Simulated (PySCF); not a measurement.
System: CH4BS2 (charge 0, doublet). It need not be the lowest isomer of its formula. SMILES: B(C)([S])S
Structure (B3LYP-D3(BJ)/def2-TZVP (Ansatz) minimum search):
```
B
C 1 1.5807
H 2 1.0896 1 113.98
H 2 1.0934 3 108.14 1 -122.01
H 2 1.0934 3 108.14 4 -115.99
S 1 1.7713 2 119.28 3 0.00
S 1 1.8155 2 121.79 3 180.00
H 7 1.3445 1 96.56 2 0.00
```
Charge 0, spin multiplicity 2.

Dispersion corrections to the total energy (kcal/mol) from the dftd3 and dftd4 libraries through PySCF: D3(BJ) without and D4 with the three-body term, each with the damping fitted for the functional named.

| functional | D3(BJ) | D4 |
|---|---|---|
| r2SCAN | -1.25 | ? |
| HSE06 | -3.21 | -3.49 |
| BLYP | -10.00 | ? |
| PBE0 | -4.02 | -3.73 |
| LC-wPBE | -4.51 | ? |
| B2GP-PLYP | -3.52 | -1.87 |
| HF | -33.75 | -15.25 |

Task: Complete the blanks.

Result: 
- r2SCAN, D4: -1.03
- BLYP, D4: -9.75
- LC-wPBE, D4: -4.95
